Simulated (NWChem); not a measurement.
System: TaF$_{6}$ anion; SMILES [F][Ta-]([F])([F])([F])([F])[F]

Input file for NWChem:

```
start job
memory heap 200 mb stack 900 mb global 1100 mb
charge -1
geometry units angstroms noautoz
  Ta     0.000000     0.000000     0.000000
  F     -0.768838    -1.369242     1.127765
  F      0.768838     1.369242    -1.127765
  F      0.779540    -1.364890    -1.125692
  F     -1.593428    -0.007063    -1.094879
  F      1.593428     0.007063     1.094879
  F     -0.779540     1.364890     1.125692
end
basis spherical
  Ta library def2-svp
  F library def2-svp
end
ecp
  Ta library def2-ecp
end
dft
  xc m06-2x
  grid fine
  iterations 150
  mulliken
end
task dft gradient
```

Parts of the log:

```
             Northwest Computational Chemistry Package (NWChem) 7.3.0
             --------------------------------------------------------

 CI  symmetry detected

                             Geometry "geometry" -> ""
                             -------------------------

 Output coordinates in angstroms (scale by  1.889725989 to convert to a.u.)

  No.       Tag          Charge          X              Y              Z
 ---- ---------------- ---------- -------------- -------------- --------------
    1 Ta                  73.0000     0.00000000     0.00000000     0.00000000
    2 F                    9.0000    -1.23493720     0.45487901    -1.41626432
    3 F                    9.0000     1.23493720    -0.45487901     1.41626432
    4 F                    9.0000    -1.38299433     0.32673570     1.31086241
    5 F                    9.0000    -0.54777070    -1.85044699    -0.11668714
    6 F                    9.0000     0.54777070     1.85044699     0.11668714
    7 F                    9.0000     1.38299433    -0.32673570    -1.31086241

 Effective nuclear repulsion energy (a.u.)    1300.3508837362

      Symmetry information
      --------------------

 Group name             Ci
 Group number              3
 Group order               2
 No. of unique centers     4

                                 NWChem DFT Module
                                 -----------------

 Summary of "ao basis" -> "ao basis" (spherical)
 ------------------------------------------------------------------------------
       Tag                 Description            Shells   Functions and Types
 ---------------- ------------------------------  ------  ---------------------
 Ta                         def2-svp                12       32   6s3p2d1f
 F                          def2-svp                 6       14   3s2p1d

      Symmetry analysis of basis
      --------------------------

        ag         58
        au         58

            General Information
            -------------------
          SCF calculation type: DFT
          Wavefunction type:  closed shell.
          No. of atoms     :     7
          No. of electrons :    68
           Alpha electrons :    34
            Beta electrons :    34
          Charge           :    -1
          Spin multiplicity:     1
          Use of symmetry is: on ; symmetry adaption is: on
          Maximum number of iterations: 150
          AO basis - number of functions:   116
                     number of shells:    48
          Convergence on energy requested:  1.00D-06
          Convergence on density requested:  1.00D-05
          Convergence on gradient requested:  5.00D-04

              XC Information
              --------------
                       M06-2X Method XC Functional
                     Hartree-Fock (Exact) Exchange  0.540
                        M06-2X Exchange Functional  1.000
                      M06-2X Correlation Potential  1.000

             Grid Information
             ----------------
          Grid used for XC integration:  fine
          Radial quadrature: Mura-Knowles
          Angular quadrature: Lebedev.
          Tag              B.-S. Rad. Rad. Pts. Rad. Cut. Ang. Pts.
          ---              ---------- --------- --------- ---------
          Ta                  1.45      141           8.0       974
          F                   0.50       70           9.0       590
          Grid pruning is: on
          Number of quadrature shells:   351
          Spatial weights used:  Erf1

      Superposition of Atomic Density Guess
      -------------------------------------

 Sum of atomic energies:        -657.67372308

 Renormalizing density from      67.00 to     68

      Non-variational initial energy
      ------------------------------

 Total energy =    -657.026633
 1-e energy   =   -1779.389643
 2-e energy   =     708.837493
 HOMO         =      -0.346175
 LUMO         =       0.228089

      Symmetry analysis of molecular orbitals - initial
      -------------------------------------------------

  Numbering of irreducible representations:

     1 ag          2 au

  Orbital symmetries:

     1 ag          2 ag          3 ag          4 au          5 au
     6 au          7 ag          8 au          9 au         10 au
    11 ag         12 ag         13 ag         14 au         15 au
    16 au         17 ag         18 ag         19 ag         20 ag
    21 ag         22 ag         23 au         24 au         25 au
    26 au         27 au         28 au         29 ag         30 ag
    31 ag         32 au         33 au         34 au         35 ag
    36 au         37 au         38 au         39 ag         40 ag
    41 ag         42 ag         43 ag         44 ag

     ---------------------------------------------
      Total Density - Mulliken Population Analysis
     ---------------------------------------------

    Atom       Charge   Shell Charges
 -----------   ------   -------------------------------------------------------
    1 Ta  13     9.73   0.03 -0.32  1.74  0.57  0.15  0.06  5.47  0.61  0.16  0.79  0.30  0.16
    2 F    9     9.71   1.99  1.12  0.83  3.45  2.32  0.00
    3 F    9     9.71   1.99  1.12  0.83  3.45  2.32  0.00
    4 F    9     9.71   1.99  1.12  0.83  3.45  2.32  0.00
    5 F    9     9.71   1.99  1.12  0.83  3.45  2.32  0.00
    6 F    9     9.71   1.99  1.12  0.83  3.45  2.32  0.00
    7 F    9     9.71   1.99  1.12  0.83  3.45  2.32  0.00

   convergence    iter        energy       DeltaE   RMS-Dens  Diis-err
 ---------------- ----- ----------------- --------- --------- ---------
 d= 0,ls=0.0,diis     1   -655.4742597608 -1.07D+03  2.38D-02  2.49D+00
 d= 0,ls=0.0,diis     2   -655.0203851267  4.54D-01  1.27D-02  8.35D+00
 d= 0,ls=0.0,diis     3   -655.7981650616 -7.78D-01  8.68D-04  1.74D-02
 d= 0,ls=0.0,diis     4   -655.7996145201 -1.45D-03  2.47D-04  2.17D-03
 d= 0,ls=0.0,diis     5   -655.7994066258  2.08D-04  7.39D-05  7.20D-05
  Resetting Diis
 d= 0,ls=0.0,diis     6   -655.7994178868 -1.13D-05  2.91D-05  6.87D-06
 d= 0,ls=0.0,diis     7   -655.7994192333 -1.35D-06  3.95D-06  4.54D-08
 d= 0,ls=0.0,diis     8   -655.7994192423 -8.97D-09  9.96D-07  6.01D-09

         Total DFT energy =     -655.799419242311
      One electron energy =    -1769.962095199023
           Coulomb energy =      770.163295160468
    Exchange-Corr. energy =      -69.526135891644
 Nuclear repulsion energy =      413.525516687887

 Numeric. integr. density =       68.000000528848

                  Occupations of the irreducible representations
                  ----------------------------------------------

                     irrep           alpha         beta
                     --------     --------     --------
                     ag               16.0         16.0
                     au               18.0         18.0

                       DFT Final Molecular Orbital Analysis
                       ------------------------------------

 Vector   32  Occ=2.000000D+00  E=-3.023135D-01  Symmetry=ag
              MO Center=  3.2D-14, -1.2D-14,  2.8D-14, r^2= 4.2D+00
   Bfn.  Coefficient  Atom+Function         Bfn.  Coefficient  Atom+Function
  ----- ------------  ---------------      ----- ------------  ---------------
    66     -0.241494  4 F  pz               108      0.241494  7 F  pz
    64     -0.235523  4 F  px               106      0.235523  7 F  px
    36      0.231687  2 F  px                50     -0.231687  3 F  px
    38     -0.217011  2 F  pz                52      0.217011  3 F  pz
    69      0.174619  4 F  pz               111     -0.174619  7 F  pz

 Vector   33  Occ=2.000000D+00  E=-3.023131D-01  Symmetry=ag
              MO Center= -5.2D-14, -6.9D-14,  2.0D-14, r^2= 4.2D+00
   Bfn.  Coefficient  Atom+Function         Bfn.  Coefficient  Atom+Function
  ----- ------------  ---------------      ----- ------------  ---------------
    65      0.331193  4 F  py               107     -0.331193  7 F  py
    78     -0.248529  5 F  px                92      0.248529  6 F  px
    68     -0.239480  4 F  py               110      0.239480  7 F  py
    80      0.194063  5 F  pz                94     -0.194063  6 F  pz
    81      0.179708  5 F  px                95     -0.179708  6 F  px

 Vector   34  Occ=2.000000D+00  E=-3.023121D-01  Symmetry=ag
              MO Center= -2.8D-14, -8.6D-15, -2.9D-14, r^2= 4.2D+00
   Bfn.  Coefficient  Atom+Function         Bfn.  Coefficient  Atom+Function
  ----- ------------  ---------------      ----- ------------  ---------------
    37      0.325547  2 F  py                51     -0.325547  3 F  py
    80     -0.265160  5 F  pz                94      0.265160  6 F  pz
    40     -0.235397  2 F  py                54      0.235397  3 F  py
    78     -0.196075  5 F  px                92      0.196075  6 F  px
    83      0.191733  5 F  pz                97     -0.191733  6 F  pz

 Vector   35  Occ=0.000000D+00  E= 1.467592D-01  Symmetry=ag
              MO Center=  4.7D-15,  4.0D-16,  1.4D-15, r^2= 1.6D+00
   Bfn.  Coefficient  Atom+Function         Bfn.  Coefficient  Atom+Function
  ----- ------------  ---------------      ----- ------------  ---------------
    16      0.704339  1 Ta d -2              18      0.687879  1 Ta d  0
    37     -0.099573  2 F  py                51      0.099573  3 F  py
    38     -0.093146  2 F  pz                52      0.093146  3 F  pz
    78     -0.093019  5 F  px                92      0.093019  6 F  px
    66      0.091868  4 F  pz               108     -0.091868  7 F  pz

 Vector   36  Occ=0.000000D+00  E= 1.467682D-01  Symmetry=ag
              MO Center=  1.3D-14,  7.7D-15, -4.4D-15, r^2= 1.6D+00
   Bfn.  Coefficient  Atom+Function         Bfn.  Coefficient  Atom+Function
  ----- ------------  ---------------      ----- ------------  ---------------
    17      0.706610  1 Ta d -1              16     -0.416378  1 Ta d -2
    20     -0.402154  1 Ta d  2              18      0.345053  1 Ta d  0
    19     -0.148267  1 Ta d  1              65      0.134557  4 F  py
   107     -0.134557  7 F  py                80     -0.123131  5 F  pz
    94      0.123131  6 F  pz                68     -0.113745  4 F  py

 Vector   37  Occ=0.000000D+00  E= 1.467791D-01  Symmetry=ag
              MO Center=  1.3D-14,  3.7D-15,  4.2D-15, r^2= 1.6D+00
   Bfn.  Coefficient  Atom+Function         Bfn.  Coefficient  Atom+Function
  ----- ------------  ---------------      ----- ------------  ---------------
    17      0.616362  1 Ta d -1              20      0.546312  1 Ta d  2
    18     -0.374612  1 Ta d  0              16      0.299920  1 Ta d -2
    19     -0.258435  1 Ta d  1              37     -0.119544  2 F  py
    51      0.119544  3 F  py                80     -0.105662  5 F  pz
    94      0.105662  6 F  pz                40      0.101057  2 F  py

     ---------------------------------------------
      Total Density - Mulliken Population Analysis
     ---------------------------------------------

    Atom       Charge   Shell Charges
 -----------   ------   -------------------------------------------------------
    1 Ta  13    11.34   0.04 -0.33  1.87  0.50  0.20  0.00  5.68  0.57  0.25  1.77  0.45  0.35
    2 F    9     9.44   1.99  1.11  0.84  3.33  2.17  0.00
    3 F    9     9.44   1.99  1.11  0.84  3.33  2.17  0.00
    4 F    9     9.44   1.99  1.11  0.84  3.33  2.17  0.00
    5 F    9     9.44   1.99  1.11  0.84  3.33  2.17  0.00
    6 F    9     9.44   1.99  1.11  0.84  3.33  2.17  0.00
    7 F    9     9.44   1.99  1.11  0.84  3.33  2.17  0.00

     -------------------------------------------
      Total Density - Lowdin Population Analysis
     -------------------------------------------

    Atom       Charge   Shell Charges
 -----------   ------   -------------------------------------------------------
    1 Ta  13    12.64   0.00  0.03  1.08  0.79  0.32  0.14  5.04  1.31  0.46  1.65  1.11  0.71
    2 F    9     9.23   1.98  1.01  0.78  3.22  2.23  0.00
    3 F    9     9.23   1.98  1.01  0.78  3.22  2.23  0.00
    4 F    9     9.23   1.98  1.01  0.78  3.22  2.23  0.00
    5 F    9     9.23   1.98  1.01  0.78  3.22  2.23  0.00
    6 F    9     9.23   1.98  1.01  0.78  3.22  2.23  0.00
    7 F    9     9.23   1.98  1.01  0.78  3.22  2.23  0.00

     Multipole analysis of the density
     ---------------------------------

     L   x y z        total         alpha         beta         nuclear
     -   - - -        -----         -----         ----         -------
     0   0 0 0     -1.000000    -34.000000    -34.000000     67.000000

     1   1 0 0     -0.000000     -0.000000     -0.000000      0.000000
     1   0 1 0      0.000000      0.000000      0.000000      0.000000
     1   0 0 1      0.000000      0.000000      0.000000      0.000000

     2   2 0 0    -48.318910   -144.290642   -144.290642    240.262375
     2   1 1 0     -0.000033     -0.000017     -0.000017     -0.000000
     2   1 0 1     -0.000006     -0.000003     -0.000003      0.000000
     2   0 2 0    -48.319162   -144.291709   -144.291709    240.264256
     2   0 1 1     -0.000087     -0.000044     -0.000044      0.000000
     2   0 0 2    -48.318963   -144.290181   -144.290181    240.261399

            General Information
            -------------------
          SCF calculation type: DFT
          Wavefunction type:  closed shell.
          No. of atoms     :     7
          No. of electrons :    68
           Alpha electrons :    34
            Beta electrons :    34
          Charge           :    -1
          Spin multiplicity:     1
          Use of symmetry is: on ; symmetry adaption is: on
          Maximum number of iterations: 150
          AO basis - number of functions:   116
                     number of shells:    48
          Convergence on energy requested:  1.00D-06
          Convergence on density requested:  1.00D-05
          Convergence on gradient requested:  5.00D-04

              XC Information
              --------------
                       M06-2X Method XC Functional
                     Hartree-Fock (Exact) Exchange  0.540
                        M06-2X Exchange Functional  1.000
                      M06-2X Correlation Potential  1.000

             Grid Information
             ----------------
          Grid used for XC integration:  fine
          Radial quadrature: Mura-Knowles
          Angular quadrature: Lebedev.
          Tag              B.-S. Rad. Rad. Pts. Rad. Cut. Ang. Pts.
          ---              ---------- --------- --------- ---------
          Ta                  1.45      141           8.0       974
          F                   0.50       70           9.0       590
          Grid pruning is: on
          Number of quadrature shells:   351
          Spatial weights used:  Erf1

          Convergence Information
          -----------------------
          Convergence aids based upon iterative change in
          total energy or number of iterations.
          Levelshifting, if invoked, occurs when the
          HOMO/LUMO gap drops below (HL_TOL):  1.00D-02
          DIIS, if invoked, will attempt to extrapolate
          using up to (NFOCK): 10 stored Fock matrices.

[...]

                         DFT ENERGY GRADIENTS

    atom               coordinates                        gradient
                 x          y          z           x          y          z
   1 Ta      0.000000   0.000000   0.000000    0.000000   0.000000   0.000000
   2 F      -2.333693   0.859597  -2.676351   -0.008702   0.003208  -0.009985
   3 F       2.333693  -0.859597   2.676351    0.008702  -0.003208   0.009985
   4 F      -2.613480   0.617441   2.477171   -0.009748   0.002304   0.009247
   5 F      -1.035137  -3.496838  -0.220507   -0.003863  -0.013047  -0.000821
   6 F       1.035137   3.496838   0.220507    0.003863   0.013047   0.000821
   7 F       2.613480  -0.617441  -2.477171    0.009748  -0.002304  -0.009247
```

Level: M06-2X/def2-SVP with def2 effective core potentials on Ta. Sets without diffuse functions describe the anion's extra electron poorly. Structure relaxed at the B3LYP/def2-SVPD level. Not confirmed as a minimum by frequencies. def2 effective core potentials on Ta; no spin-orbit coupling.
